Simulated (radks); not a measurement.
Problem. These are the eigenvalues of the occupied orbitals of an atom or ion with whole-number occupations (hartree). Method: scalar-relativistic Kohn-Sham, PBE, spin-polarised, spherical densities, finite nucleus; Fermi nuclear charge, rms radius of each element as measured or else 0.836 A^(1/3) + 0.57 fm; computed with a radial shooting solver on a logarithmic mesh with Libxc functionals.

1s: -656.6226
2s: -92.35389
2p: -82.52878
3s: -16.44950
3p: -13.24828
3d: -7.99646
4s: -3.51245
4p: -2.67539

Which element is it, and in what charge state? The configuration may be excited. Open shells, if any, are filled with parallel spins first.

Solution. Z = 40, zirconium, charge +4: Zr4+ in [Kr]. The list shows which subshells hold electrons but not how many an open one holds; the 1s level, -656.62 hartree, gives Z - s = 36.2 by -(Z - s)^2/2, which with screening and relativity narrows Z to a few neighbours, and the depths of the outer levels then fix element, charge and occupations together.
